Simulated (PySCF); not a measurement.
**Electronic absorption of C5H6F2O**

C₅H₆F₂O.
SMILES with atom numbers: `[CH2:1]=[C:2]=[CH:3][CH2:4][O:5][CH:6]([F:7])[F:8]` (hydrogens: H9, H10 on C1; H11 on C3; H12, H13 on C4; H14 on C6)

Computed, not measured: PySCF, TDDFT PBE0/def2-SVPD, vertical, gas phase, core orbitals frozen in the response. The structure is a single GFN2-xTB conformer in the gas phase; no vibrational or solvent corrections. Torsions of this conformer, `[CH2:1]=[C:2]=[CH:3][CH2:4][O:5][CH:6]([F:7])[F:8]`: C2–C3–C4–O5 -111°, C3–C4–O5–C6 70°, C4–O5–C6–F7 82°.

Question: What does the calculation give for the low-lying excited states?

Answer: 

| state | E (eV) | λ (nm) | f | main configurations (H = HOMO, L = LUMO) |
| --- | --- | --- | --- | --- |
| S1 | 5.95 | 208.2 | 0.0001 | H-1→L (48%), H→L+1 (24%), H→L (19%) |
| S2 | 6.20 | 199.9 | 0.0007 | H→L+1 (36%), H-1→L+1 (31%), H→L (20%) |
| S3 | 7.13 | 173.8 | 0.0015 | H-1→L+1 (37%), H→L (34%), H-1→L (11%) |
| S4 | 7.51 | 165.2 | 0.074 | H→L+2 (83%) |
| S5 | 7.56 | 164.1 | 0.025 | H-1→L+2 (90%) |
| S6 | 7.60 | 163.2 | 0.035 | H-2→L (87%) |

Triplets (Tamm–Dancoff): T1 4.61 eV, H→L (45%), H-1→L+1 (24%), H-1→L (17%); T2 4.85 eV, H-1→L+1 (29%), H→L+1 (28%), H-1→L (20%).

The lowest singlet lies at 5.95 eV (208 nm, ultraviolet) and is dark (f under 0.0005); its leading configuration is HOMO-1→LUMO (48%). The most intense listed level is S4 at 7.51 eV (165 nm, f = 0.074), 1.55 eV above S1. Löwdin shares by element: HOMO carbon 75% or more, oxygen 9% (atoms not listed hold the other 16%); LUMO carbon 75% or more (atoms not listed hold the other 25%). Of the 6 states listed, 3 reach f = 0.01 and 1 stays under 0.0005. Orbital energies (eV): HOMO-3 -10.10, HOMO-2 -9.37, HOMO-1 -8.25, HOMO -8.22, LUMO -0.38, LUMO+1 -0.26, LUMO+2 0.54. The listed states span 1.64 eV, and the widest gap between neighbours is 0.93 eV (S2 to S3). The window holds the lowest 6 singlets.
